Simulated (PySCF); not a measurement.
Telling isomers of C₉H₁₄Si apart by NMR

PySCF 2.14.0 with density-fitted response routines calculation with PBE0/pcSseg-1 with gauge-including orbitals and structure optimised with GFN2-xTB; averaged over atoms made equivalent by symmetry, fast rotation or ring inversion, isolated molecule, a single conformation, non-relativistic Hamiltonian.

Chemical shifts δ = σref − σ; ¹H (σref 31.72), ¹³C (σref 186.93) vs TMS, all at this level. Where no couplings were computed, multiplicities follow the n + 1 count of equivalent neighbours, and m marks all less simple cases (inequivalent or close neighbours, rings, F or P nearby). Shifts are as computed. Against solution values, carbons near 30 ppm lie about +3 ppm off and those near 130 ppm about +5 ppm. Of 1211 compounds with measured shifts, 218 miss one by over three times the rms of a fit or turn the order of signals round; such compounds aren't used in these exercises.

(1) Tabulate the signals of `CCc1cccc(C[SiH3])c1`, `C=C(C)C1=C[SiH2][C@H]2C[C@@H]1C2`, `CCC1=C[SiH2]C=C1C1CC1` and their relative energies.

(2) What is the quickest way to tell C=C(C)C1=C[SiH2][C@H]2C[C@@H]1C2 from CCC1=C[SiH2]C=C1C1CC1?

(3) What is the quickest way to tell CCc1cccc(C[SiH3])c1 from CCC1=C[SiH2]C=C1C1CC1?

(4) What is the quickest way to tell CCc1cccc(C[SiH3])c1 from C=C(C)C1=C[SiH2][C@H]2C[C@@H]1C2?

Answers

(1) 
```json
{"SMILES": "CCc1cccc(C[SiH3])c1", "carbon types": "2×C 4×CH 2×CH2 1×CH3", "δC": "151.8, 146.4, 134.7, 132.3, 130.1, 129.7, 35.2, 22.4, 21.6", "δH": "7.52 (m, 1H), 7.25 (d, 1H), 7.24 (s, 1H), 7.21 (d, 1H), 3.92 (t, 3H), 2.61 (q, 2H), 2.35 (q, 2H), 1.21 (t, 3H)", "E rel. (kcal/mol)": "0.0"}
{"SMILES": "C=C(C)C1=C[SiH2][C@H]2C[C@@H]1C2", "carbon types": "2×C 3×CH 3×CH2 1×CH3", "δC": "183.7, 157.1, 118.5, 113.9, 42.7, 36.7, 25.8, 16.9", "δH": "5.59 (t, 1H), 5.33 (br s, 1H), 5.13 (br s, 1H), 4.60 (m, 2H), 2.75 (m, 1H), 2.70 (m, 2H), 2.07 (s, 3H), 1.83 (m, 1H), 1.74 (m, 2H)", "E rel. (kcal/mol)": "41.6"}
{"SMILES": "CCC1=C[SiH2]C=C1C1CC1", "carbon types": "2×C 3×CH 3×CH2 1×CH3", "δC": "173.2, 173.0, 126.4, 123.2, 29.6, 17.8, 13.1, 8.1", "δH": "5.71 (t, 1H), 5.70 (t, 1H), 4.53 (m, 2H), 2.67 (q, 2H), 1.64 (m, 1H), 1.31 (t, 3H), 0.73 (m, 2H), 0.49 (m, 2H)", "E rel. (kcal/mol)": "40.3"}
```

Energies are electronic energies at PBE0/pcSseg-1 on these geometries, without zero-point or thermal terms, each for the one conformer computed, which needn't be the lowest.

(2) Both give the same number of carbon signals, with the same numbers of each carbon type, so the positions decide. The first has a terminal =CH2 carbon at 118.5 ppm, the second a three-membered-ring carbon (CH2) at 8.1 ppm. Their most deshielded carbons lie at 183.7 and 173.2 ppm.

(3) Count the carbon signals: 9 against 8. The first has a substituted aromatic carbon (C) at 146.4 ppm, the second a three-membered-ring carbon (CH) at 17.8 ppm. Their most deshielded carbons lie at 151.8 and 173.2 ppm. In the proton spectra the most deshielded non-exchanging signals are 7.52 (m, 1H) and 5.71 (t, 1H).

(4) Count the carbon signals: 9 against 8. The first has an aromatic CH at 134.7 ppm, the second a terminal =CH2 carbon at 118.5 ppm. Their most deshielded carbons lie at 151.8 and 183.7 ppm. In the proton spectra the most deshielded non-exchanging signals are 7.52 (m, 1H) and 5.59 (t, 1H).
